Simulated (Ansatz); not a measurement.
Harmonic frequencies (cm⁻¹) at PBE0-D4/def2-TZVP from Ansatz: 73, 111, 183, 348, 429, 446, 483, 626, 723, 746, 809, 903, 988, 1043, 1196, 1216, 1226, 1352, 1444, 1531, 1954, 1962, 2565, 2648, 3006, 3092, 3610.

Each molecule was computed in one conformer, which needn't be the lowest.

**Question.** Which molecule is it?
A. `B[NH][GaH][CH3]`
B. `[CH3][GaH][BH]N`
C. `BN[CH2][GaH2]`
D. `C=C(S)O[SiH3]`

**Answer.** C.
